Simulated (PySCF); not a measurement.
A species of formula C6H11ClSi2 has this rotational fingerprint, computed with PBE0/pcSseg-1 in PySCF (dipole) on a GFN2-xTB geometry, gas phase:

* Rotational constants: A = 1399, B = 592.8, C = 464.2 MHz
* Dipole components: |μa| = 0.62 D, |μb| = 1.11 D, |μc| = 0.41 D
* Inertial defect: -124.94 u·Å²
* κ: -0.72

Problem. Which candidate fits, each taken in the one conformer that was computed?
A. `[CH:1]#[C:2][Si@@H:3]([SiH2:4][CH2:5][Cl:6])[CH:7]1[CH2:8][CH2:9]1` with C2–Si3–Si4–C5 -154°, Si3–Si4–C5–Cl6 -55°, C2–Si3–C7–C8 31°
B. `[CH:1]#[C:2][Si@H:3]([SiH2:4][CH3:5])[C:6]1([Cl:7])[CH2:8][CH2:9]1` with C2–Si3–Si4–C5 26°, C2–Si3–C6–Cl7 179°

Solution. A. It is C#C[Si@@H]([SiH2]CCl)C1CC1, an asymmetric top, point group C1. The candidates at the same level (rigid rotor, commonest isotopes):

```csv
SMILES,A (MHz),B (MHz),C (MHz),μa (D),μb (D),μc (D),Δ (u·Å²),point group,rotor
C#C[Si@H]([SiH2]C)C1(Cl)CC1,1205,747.7,517.4,1.30,1.83,0.80,-118.73,C1,asymmetric top
C#C[Si@@H]([SiH2]CCl)C1CC1,1399,592.8,464.2,0.62,1.11,0.41,-124.94,C1,asymmetric top
```

`C#C[Si@H]([SiH2]C)C1(Cl)CC1` has B 26 % too high. No structure here is proved a minimum.
